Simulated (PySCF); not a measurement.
Input of a run (PBE0-D3(BJ)/def2-SVP geometry optimisation, gas phase (PySCF 2.14.0)), started from GFN2-xTB:
```
{"job": {"xc": "PBE0", "basis": "def2-SVP", "d3": "d3bj", "grid": 1, "shake": 0.01, "kind": "geom"}, "charge": 0, "multiplicity": 1}
C      3.615300     0.580740    -0.242860
Si     2.166380    -0.550170     0.210460
O      0.841450     0.365810    -0.112270
C     -0.432500     0.163860     0.010430
C     -1.325440     1.187220    -0.369980
C     -2.694630     1.035900    -0.257030
C     -3.209430    -0.159000     0.222030
C     -2.352660    -1.178710     0.586650
C     -0.999200    -1.024620     0.509710
H      4.541890     0.103260    -0.082460
H      3.536870     0.905940    -1.279690
H      3.599630     1.509080     0.364550
H      2.133060    -1.751630    -0.618010
H      2.196450    -0.923030     1.636320
H     -0.902220     2.104180    -0.727740
H     -3.348870     1.850060    -0.539890
H     -4.286060    -0.271040     0.301030
H     -2.782350    -2.108120     0.969000
H     -0.328400    -1.832670     0.780390
```

Output (energies in Eh, forces in Eh/bohr):
```
step   0  E = -636.65907516  max force = 0.063407
step   1  E = -636.66699928  max force = 0.021491
step   2  E = -636.66759829  max force = 0.008016
step   3  E = -636.66752550  max force = 0.004420
step   4  E = -636.66770646  max force = 0.001568
step   5  E = -636.66773676  max force = 0.001227
step   6  E = -636.66772682  max force = 0.001864
step   7  E = -636.66775047  max force = 0.000208
optimisation converged
```

Task: Summarise the run.

Result: The energy falls by 5.4 kcal/mol over 8 energy and gradient evaluations, the largest force component goes from 0.0634 to 2.1e-04 Eh/bohr, and the atoms move by 0.096 Å rms after alignment. The bond that changes most is O3–C4 (silyl ether oxygen to aromatic carbon bearing oxygen), which lengthens by 0.055 Å. Bonds longer at the end by more than 0.005 Å: 14 of 19; shorter: 4. Among the angles that change most is Si2–O3–C4, from 133.4° to 129.3°. The energy rose by more than 1e-6 Eh at steps 3 and 6. The first step brought 91 % of the lowering.

Task: What are the final bond lengths?

Result: C1–Si2 1.859 Å, Si2–O3 1.684 Å, O3–C4 1.350 Å, C4–C5 1.400 Å, C5–C6 1.391 Å, C6–C7 1.396 Å, C7–C8 1.393 Å, C8–C9 1.394 Å, C4–C9 1.400 Å, C1–H10 1.101 Å, C1–H11 1.100 Å, C1–H12 1.100 Å, Si2–H13 1.495 Å, Si2–H14 1.495 Å, C5–H15 1.092 Å, C6–H16 1.093 Å, C7–H17 1.092 Å, C8–H18 1.093 Å, C9–H19 1.093 Å. Numbering counts from 1 in the input's order; the species is `C[SiH2]OC1=CC=CC=C1`.

The run used 180 basis functions and 55 SCF cycles in all. Hardware: one thread, AMD EPYC (x86_64) (shared host). Cost: 4.8 min wall, 0.76 GiB resident at most.

No frequency check. The numbers are those of one conformer.

Conformer computed: `[CH3:1][SiH2:2][O:3][c:4]1[cH:5][cH:6][cH:7][cH:8][cH:9]1`: C1–Si2–O3–C4 -178°, Si2–O3–C4–C5 178°.
